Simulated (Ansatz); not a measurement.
CClF$_{3}$, charge -1, doublet, at the geometry of the source list (a state made from the parent by changing its charge; the spin is typed, not shown lowest) (a gas-phase anion, which may not be bound at this level), with bond 4-2 at 1.4 times its length; SC-NEVPT2/6-31G, CASSCF(3,5) run with Ansatz (an electronic-structure program).

Here is a job for Ansatz.
Ansatz 0.2 input:
```yaml
crystal:
  periodic: [false, false, false]
  atoms:
    - {symbol: F, position_ang: [-0.57180000, -0.66670000, -1.02590000]}
    - {symbol: C, position_ang: [-0.07130000, -0.00680000, 0.00470000]}
    - {symbol: F, position_ang: [-0.59490000, 1.21080000, 0.00190000]}
    - {symbol: F, position_ang: [-0.61044000, -0.85576000, 1.55618000]}
    - {symbol: Cl, position_ang: [1.69440000, 0.07590000, -0.09360000]}
basis:
  gaussian:
    orbitals: 6-31G
total_charge: -1
correlation: {method: sc_nevpt2, electrons: all, active_space: {window: {electrons: 3, orbitals: 5}}}
magnetization: {spin_polarized: false, initial_magnetization: 1}
```

Q: Write the output that Ansatz gives for this input, abridged.

A: 
```
Functional definition: HF
494 factors; integrals over basis functions are off by at most 1.4e-4 eV
mean field evaluation 1: about -21640.9633 eV, gradient 3.6e1 eV
mean field evaluation 2: about -21640.9834 eV, gradient 3.6e1 eV
mean field evaluation 4: about -21645.1414 eV, gradient 4.3e0 eV
mean field evaluation 8: about -21645.2525 eV, gradient 2.8e-1 eV
mean field -21645.25363415 eV, -795.4483993751 hartree, gradient 1.7e-6 eV, S^2 0.750000; 0 other end points of the search recorded, 0 dependent functions left out
reference -21645.25363415 eV, -795.4483993751 hartree; 26, 25 occupied and 23, 24 virtual orbitals, 494 factors
state -21645.95144767 eV, -795.4740435489 hartree
state -21645.95144767 eV, -795.4740435489 hartree; corrected -21658.62629341 eV, -795.9398355385 hartree
state -21645.79256713 eV, -795.4682047967 hartree
state -21645.79256713 eV, -795.4682047967 hartree; corrected -21658.66076807 eV, -795.9411024589 hartree
state -21645.79256713 eV, -795.4682047967 hartree; corrected -21658.66076807 eV, -795.9411024589 hartree
state -21645.79494899 eV, -795.4682923285 hartree
state -21645.79494899 eV, -795.4682923285 hartree; corrected -21658.67128757 eV, -795.9414890436 hartree
state -21645.79494899 eV, -795.4682923285 hartree; corrected -21658.67128757 eV, -795.9414890436 hartree
state -21645.92034263 eV, -795.4729004601 hartree
state -21645.92034263 eV, -795.4729004601 hartree; corrected -21658.64104305 eV, -795.9403775781 hartree
state -21645.79494899 eV, -795.4682923285 hartree; corrected -21658.67128757 eV, -795.9414890436 hartree
WARN: the results are in doubt because another end's mean lies 0.156 eV lower, and its corrected mean 0.045 eV higher
Total energy: -21658.67128757 eV, -795.9414890436 hartree
In doubt: another end's mean lies 0.156 eV lower, and its corrected mean 0.045 eV higher
```
